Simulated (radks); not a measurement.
Computed order of ionisation of technetium. At each step one electron was removed from each of the four highest sub-shells of the ion before, moves of one valence electron (up to charge 6) and the configuration listed by NIST were tried, and the lowest configuration was kept. All-electron calculation, Dirac Kohn-Sham, relativistic LDA (MacDonald-Vosko exchange, VWN5 correlation), spin-unpolarised, spherical densities, finite nucleus; Fermi nuclear charge, rms radius of each element as measured or else 0.836 A^(1/3) + 0.57 fm. Program: a radial shooting solver on a logarithmic mesh with Libxc functionals. Sub-shells are occupied by j as written (lower j first in brackets).

species        lowest configuration found                                NIST configuration  margin to the next tried (eV)  IE (eV)  NIST IE (eV)       kind
Tc            [Kr] 4d(3/2: 4, 5/2: 2) 5s1  [Kr] 4d(3/2: 4, 5/2: 1) 5s2 lies 0.750 eV higher                          0.390    7.368         7.119       exp.
Tc+               [Kr] 4d(3/2: 4, 5/2: 2)  [Kr] 4d(3/2: 4, 5/2: 1) 5s1 lies 1.769 eV higher                          1.769   16.912        15.260  semi-emp.
Tc2+              [Kr] 4d(3/2: 4, 5/2: 1)                                              same                          0.310   28.726        29.550  semi-emp.
Tc3+              [Kr] 4d(3/2: 4, 5/2: 0)                                              same                          0.349   42.390            41     theory
Tc4+              [Kr] 4d(3/2: 3, 5/2: 0)                                              same                         12.167   56.961            57     theory
Tc5+              [Kr] 4d(3/2: 2, 5/2: 0)                                              same                         16.291   72.588            72     theory
Tc6+              [Kr] 4d(3/2: 1, 5/2: 0)                                              same                         20.686   89.158            88     theory
Tc7+                                 [Kr]                                              same                         43.516   151.19           150     theory
Tc8+     [Ar] 3d10 4s2 4p(1/2: 2, 3/2: 3)                                              same                          3.680   171.64           169     theory
Tc9+     [Ar] 3d10 4s2 4p(1/2: 2, 3/2: 2)                                              same                          3.861   192.64           190     theory
Tc10+    [Ar] 3d10 4s2 4p(1/2: 2, 3/2: 1)                                              same                          4.047   214.13           214     theory
Tc11+    [Ar] 3d10 4s2 4p(1/2: 2, 3/2: 0)                                              same                          4.239   240.49           239     theory
Tc12+    [Ar] 3d10 4s2 4p(1/2: 1, 3/2: 0)                                              same                         29.568   263.18         262.1  semi-emp.
Tc13+                       [Ar] 3d10 4s2                                              same                         29.986   316.47           311     theory

Reference values: NIST Atomic Spectra Database (exp. = measured, semi-emp. = semi-empirical, theory = theoretical value adopted there). Spin polarisation and multiplet splitting are left out, so open shells lie too high by an amount that depends on their filling.

Beside tabulated values, note that spin-unpolarised runs miss the spin-polarisation part of the exchange energy of open shells.
